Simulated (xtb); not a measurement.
Ag (SMILES [Ag-]), charge -1, singlet (GFN-xTB shapes and energies of metal compounds can be far from the true ones); xtb with GFN2-xTB.

Here is a job for xtb.
```
$ xtb mol.xyz --gfn 2 --chrg -1 --uhf 0 --json

# file mol.xyz
1

Ag     0.00000000     0.00000000     0.00000000
```

It wrote (shortened):

```
   ID    Z sym.   atoms
    1   47 Ag     1

           -------------------------------------------------
          |                Calculation Setup                |
           -------------------------------------------------

           -------------------------------------------------
          |                 G F N 2 - x T B                 |
           -------------------------------------------------

          ...................................................
          :                      SETUP                      :
          :.................................................:
          :  # basis functions                  10          :
          :  # atomic orbitals                   9          :
          :  # shells                            3          :
          :  # electrons                        12          :
          :  max. iterations                   250          :
          :  Hamiltonian                  GFN2-xTB          :
          :  restarted?                      false          :
          :  GBSA solvation                  false          :
          :  PC potential                    false          :
          :  electronic temp.          300.0000000     K    :
          :  accuracy                    1.0000000          :
          :  -> integral cutoff          0.2500000E+02      :
          :  -> integral neglect         0.1000000E-07      :
          :  -> SCF convergence          0.1000000E-05 Eh   :
          :  -> wf. convergence          0.1000000E-03 e    :
          :  Broyden damping             0.4000000          :
          :  net charge                         -1          :
          :  unpaired electrons                  0          :
          ...................................................

 iter      E             dE          RMSdq      gap      omega  full diag
   1     -3.9936149 -0.399361E+01  0.129E+01    3.78       3.8  T
   2     -3.9936149  0.000000E+00  0.103E+01    3.74       3.7  T
   3     -3.9936149  0.000000E+00  0.792E+00    3.71       3.7  T
   4     -3.9936149  0.000000E+00  0.634E+00    3.70       3.7  T
   5     -3.9936149  0.000000E+00  0.507E+00    3.69       3.7  T
   6     -3.9936149  0.000000E+00  0.405E+00    3.68       3.7  T
   7     -3.9936149  0.000000E+00  0.324E+00    3.68       3.7  T
   8     -3.9936149  0.000000E+00  0.260E+00    3.67       3.7  T
   9     -3.9936149  0.000000E+00  0.208E+00    3.67       3.7  T
  10     -3.9936149  0.000000E+00  0.166E+00    3.67       3.7  T
  11     -3.9936149  0.000000E+00  0.133E+00    3.67       3.7  T
  12     -3.9936149  0.000000E+00  0.106E+00    3.67       3.7  T
  13     -3.9936149  0.000000E+00  0.850E-01    3.67       3.7  T
  14     -3.9936149  0.000000E+00  0.680E-01    3.67       3.7  T
  15     -3.9936149  0.000000E+00  0.544E-01    3.67       3.7  T
  16     -3.9936149  0.000000E+00  0.435E-01    3.67       3.7  T
  17     -3.9936149  0.000000E+00  0.348E-01    3.67       3.7  T
  18     -3.9936149  0.000000E+00  0.279E-01    3.67       3.7  T
  19     -3.9936149  0.000000E+00  0.223E-01    3.67       3.7  T
  20     -3.9936149  0.000000E+00  0.178E-01    3.67       3.7  T
  21     -3.9936149  0.000000E+00  0.143E-01    3.67       3.7  T
  22     -3.9936149  0.000000E+00  0.114E-01    3.67       3.7  T
  23     -3.9936149  0.000000E+00  0.913E-02    3.67       3.7  T
  24     -3.9936149  0.000000E+00  0.730E-02    3.67       3.7  T
  25     -3.9936149  0.000000E+00  0.584E-02    3.67       3.7  T
  26     -3.9936149  0.000000E+00  0.467E-02    3.67       3.7  T
  27     -3.9936149  0.000000E+00  0.374E-02    3.67       3.7  T
  28     -3.9936149  0.000000E+00  0.299E-02    3.67       3.7  T
  29     -3.9936149  0.000000E+00  0.239E-02    3.67       3.7  T
  30     -3.9936149  0.000000E+00  0.191E-02    3.67       3.7  T
  31     -3.9936149  0.000000E+00  0.153E-02    3.67       3.7  T
  32     -3.9936149  0.000000E+00  0.123E-02    3.67       3.7  T
  33     -3.9936149  0.000000E+00  0.980E-03    3.67       3.7  T
  34     -3.9936149  0.000000E+00  0.784E-03    3.67       3.7  T
  35     -3.9936149  0.000000E+00  0.627E-03    3.67       3.7  T
  36     -3.9936149  0.000000E+00  0.502E-03    3.67       3.7  T
  37     -3.9936149  0.000000E+00  0.402E-03    3.67       3.7  T
  38     -3.9936149  0.000000E+00  0.321E-03    3.67       3.7  T
  39     -3.9936149  0.000000E+00  0.257E-03    3.67       3.7  T
  40     -3.9936149  0.000000E+00  0.206E-03    3.67       3.7  T
  41     -3.9936149  0.000000E+00  0.164E-03    3.67       3.7  T
  42     -3.9936149  0.000000E+00  0.132E-03    3.67       3.7  T
  43     -3.9936149  0.000000E+00  0.105E-03    3.67       3.7  T
  44     -3.9936149  0.000000E+00  0.842E-04    3.67       3.7  T
  45     -3.9936149  0.000000E+00  0.674E-04    3.67       3.7  T

   *** convergence criteria satisfied after 45 iterations ***

         :::::::::::::::::::::::::::::::::::::::::::::::::::::
         ::                     SUMMARY                     ::
         :::::::::::::::::::::::::::::::::::::::::::::::::::::
         :: total energy              -3.993614940491 Eh    ::
         :: gradient norm              0.000000000000 Eh/a0 ::
         :: HOMO-LUMO gap              3.669490392465 eV    ::
         ::.................................................::
         :: SCC energy                -3.993614940491 Eh    ::
         :: -> isotropic ES            0.125203333333 Eh    ::
         :: -> anisotropic ES          0.000000000000 Eh    ::
         :: -> anisotropic XC          0.000000000000 Eh    ::
         :: -> dispersion              0.000000000000 Eh    ::
         :: repulsion energy           0.000000000000 Eh    ::
         :: add. restraining           0.000000000000 Eh    ::
         :: total charge              -1.000000000000 e     ::
         :::::::::::::::::::::::::::::::::::::::::::::::::::::

           -------------------------------------------------
          |                Property Printout                |
           -------------------------------------------------

    * Orbital Energies and Occupations

         #    Occupation            Energy/Eh            Energy/eV
      -------------------------------------------------------------
         1        2.0000           -0.0533331              -1.4513
         2        2.0000            0.0171029               0.4654
         3        2.0000            0.0171029               0.4654
         4        2.0000            0.0171029               0.4654
         5        2.0000            0.0171029               0.4654
         6        2.0000            0.0171029               0.4654 (HOMO)
         7                          0.1519542               4.1349 (LUMO)
         8                          0.1519542               4.1349
         9                          0.1519542               4.1349
      -------------------------------------------------------------
                  HL-Gap            0.1348513 Eh            3.6695 eV
             Fermi-level            0.0845285 Eh            2.3001 eV

     #   Z          covCN         q      C6AA      α(0)
     1  47 Ag       0.000    -1.000   514.723    58.793

 Mol. C6AA /au·bohr⁶  :        514.723097
 Mol. C8AA /au·bohr⁸  :      45741.776787
 Mol. α(0) /au        :         58.793038

Wiberg/Mayer (AO) data.
largest (>0.10) Wiberg bond orders for each atom

 ---------------------------------------------------------------------------
     #   Z sym  total        # sym  WBO       # sym  WBO       # sym  WBO
 ---------------------------------------------------------------------------
     1  47 Ag   0.000
 ---------------------------------------------------------------------------

molecular dipole:
                 x           y           z       tot (Debye)
 q only:        0.000       0.000       0.000
   full:        0.000       0.000       0.000       0.000
molecular quadrupole (traceless):
                xx          xy          yy          xz          yz          zz
 q only:        0.000       0.000       0.000       0.000       0.000       0.000
  q+dip:        0.000       0.000       0.000       0.000       0.000       0.000
   full:        0.000       0.000       0.000       0.000       0.000       0.000

           -------------------------------------------------
          | TOTAL ENERGY               -3.993614940491 Eh   |
          | GRADIENT NORM               0.000000000000 Eh/α |
          | HOMO-LUMO GAP               3.669490392465 eV   |
           -------------------------------------------------

normal termination of xtb
```
